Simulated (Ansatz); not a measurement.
Geometry optimisation, UKS BLYP-D4/6-31G in Ansatz.

input.yaml

```yaml
crystal:
  periodic: [false, false, false]
  atoms:
    - { symbol: C, position_ang: [-1.0636, 0.2593, 0.6022] }
    - { symbol: C, position_ang: [0.3001, -0.2042, 0.3104] }
    - { symbol: B, position_ang: [1.1605, 0.8502, -0.453] }
    - { symbol: O, position_ang: [1.2816, -0.1466, -1.5236] }
    - { symbol: B, position_ang: [0.3744, -1.209, -0.9117] }
    - { symbol: H, position_ang: [-1.0775, 1.1277, 1.351] }
    - { symbol: H, position_ang: [-1.706, -0.5227, 0.9958] }
    - { symbol: H, position_ang: [-1.5597, 0.7183, -0.3354] }
    - { symbol: H, position_ang: [0.8061, -0.5816, 1.2632] }
    - { symbol: H, position_ang: [2.0377, 1.5506, 0.0261] }
    - { symbol: H, position_ang: [-0.4882, -1.8992, -1.3044] }
magnetization:
  spin_polarized: true
basis:
  gaussian: { orbitals: "6-31G" }
hamiltonian:
  xc: blyp
  dispersion: d4
relax:
  f_tol: 0.02
  max_steps: 50
output:
  orbitals: {}
```

Launched with:

```bash
$ ansatz run input.yaml --threads 1 --pin off --max-ram 2048MiB --backend cpu --events-out ev --progress --plain --runs-dir out
```

Question: Where does it end, and by what steps?

Answer: The forces met the threshold. Limits of this set-up: no polarisation functions. After 9 steps the energy has fallen by 2.059 eV; H10 moved furthest, 0.68 Å. Joined: B3–B5.

```csv
step,energy less start (eV),largest force component (eV/Å),accepted
0,0.0000,4.381,yes
1,-1.5364,1.337,yes
2,-1.8565,0.879,yes
3,-1.9155,1.063,yes
4,-1.9371,1.051,yes
5,-2.0365,0.466,yes
6,-2.0515,0.232,yes
7,-2.0522,0.253,yes
8,-2.0584,0.085,yes
9,-2.0587,0.016,yes
```

```xyz
11
Properties=species:S:1:pos:R:3
C -1.193 0.382 0.762
C 0.172 -0.206 0.353
B 1.327 0.586 -0.419
O 1.739 -0.504 -1.286
B 0.448 -1.082 -0.955
H -1.088 1.112 1.583
H -1.886 -0.407 1.104
H -1.677 0.903 -0.081
H 0.651 -0.732 1.206
H 1.714 1.707 -0.556
H -0.141 -1.815 -1.690
```

Time of the run: 42 s on 1 thread of Arm Neoverse V1 (shared host), peak memory 0.16 GiB.
